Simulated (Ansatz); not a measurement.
`CCC(CC(C)OC(C)=O)OC(C)=O` with charge +1. Total charge 1; doublet. Geometry PBE-D4/def2-SVP, that of the neutral singlet; atoms count from 1.

```
atom    x (Å)    y (Å)    z (Å)
  C1  -0.1876  -3.5037  -0.1813
  C2  -0.3608  -2.1061   0.4131
  C3   0.4291  -1.0276  -0.3244
  C4   0.2824   0.3828   0.2550
  C5  -1.1320   0.9600   0.1918
  C6  -1.6972   1.1012  -1.2174
  O7  -1.0326   2.2746   0.8069
  C8  -2.1529   2.7559   1.4084
  C9  -1.8928   4.1292   1.9839
 O10  -3.2072   2.1514   1.4657
 O11   1.8296  -1.4090  -0.2442
 C12   2.6326  -1.0218  -1.2720
 C13   4.0473  -1.5016  -1.0440
 O14   2.2462  -0.3814  -2.2312
 H15  -0.7756  -4.2572   0.3794
 H16  -0.5210  -3.5352  -1.2396
 H17   0.8761  -3.8127  -0.1553
 H18  -1.4331  -1.8171   0.3975
 H19  -0.0540  -2.0985   1.4821
 H20   0.1576  -1.0138  -1.4017
 H21   0.6187   0.3743   1.3131
 H22   0.9598   1.0613  -0.3035
 H23  -1.8382   0.3648   0.8087
 H24  -2.6941   1.5807  -1.1805
 H25  -1.0214   1.7064  -1.8548
 H26  -1.8219   0.1082  -1.6939
 H27  -1.5935   4.8269   1.1765
 H28  -1.0503   4.0879   2.7026
 H29  -2.8031   4.5001   2.4855
 H30   4.0645  -2.6057  -0.9495
 H31   4.4382  -1.0905  -0.0920
 H32   4.6873  -1.1836  -1.8849
```

**Question.** Estimate the Mulliken populations of the heavy atoms from the PBE0/def2-SVP orbitals of Ansatz.

**Answer.** 
| atom | charge (e) | spin (α − β) |
| --- | --- | --- |
| C1 | -0.09 | 0.00 |
| C2 | -0.09 | 0.01 |
| C3 | 0.00 | 0.02 |
| C4 | 0.03 | 0.02 |
| C5 | -0.02 | 0.01 |
| C6 | -0.06 | 0.01 |
| O7 | -0.30 | 0.05 |
| C8 | 0.22 | -0.05 |
| C9 | -0.05 | 0.05 |
| O10 | -0.09 | 0.41 |
| O11 | -0.30 | 0.07 |
| C12 | 0.22 | -0.05 |
| C13 | -0.05 | 0.04 |
| O14 | -0.11 | 0.38 |
Mulliken values depend strongly on the basis.

**Question.** Where does the spin sit?

**Answer.** Summed by element: C 0.06, O 0.91, H 0.03, of 1 unpaired in all. Largest on single atoms: O10 0.41, O14 0.38, O11 0.07.

**Question.** And the Mayer bond orders between heavy atoms (over 0.3)?

**Answer.** C1–C2 1.08 (1.53 Å); C2–C3 1.02 (1.53 Å); C3–C4 1.03 (1.53 Å); C3–O11 0.84 (1.45 Å); C4–C5 1.04 (1.53 Å); C5–C6 1.07 (1.52 Å); C5–O7 0.83 (1.45 Å); O7–C8 1.18 (1.36 Å); C8–C9 1.01 (1.51 Å); C8–O10 1.82 (1.22 Å); O11–C12 1.16 (1.36 Å); C12–C13 1.02 (1.51 Å); C12–O14 1.84 (1.22 Å).
